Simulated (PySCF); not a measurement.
**Stationary points of CrO₂I₂**

These are results of PySCF, PBE0, basis Cr def2-SVP, O def2-SVP, I def2-SVP with ECP28 (scalar-relativistic core potentials, no spin–orbit coupling, density fitting), not measurements.

Relaxations began from a few typed shapes. The search is not exhaustive: other isomers or separated fragments can lie lower, and high-lying points may rest on an excited occupation.

(1) Order these stationary points by electronic energy, lowest first, in kJ/mol from the lowest minimum.
A. singlet D2h: Cr–I 2.595 Å (×2), Cr–O 1.603 Å (×2); I–Cr–I 180.0°, I–Cr–O 90.0° (×4), O–Cr–O 180.0°
B. singlet C2v: Cr–I 2.705 Å (×2), Cr–O 1.536 Å (×2); I–Cr–I 86.1°, I–Cr–O 83.4° (×2), I–Cr–O 169.5° (×2), O–Cr–O 107.0°
C. singlet C2v: Cr–I 2.472 Å (×2), Cr–O 1.527 Å (×2); I–Cr–I 112.0°, I–Cr–O 108.7° (×4), O–Cr–O 109.9°

(2) Which of them are minima?

Results:

(1) C (0.0), B (346.0), A (492.0).

(2) By energy in kJ/mol, 0.0: minimum; 346.0: saddle point, 1 imaginary mode; 492.0: saddle point, 2 imaginary modes.

Formally Cr is in oxidation state +6, d0. The polar-tensor charge on Cr, 1.46, is far below the formal one.
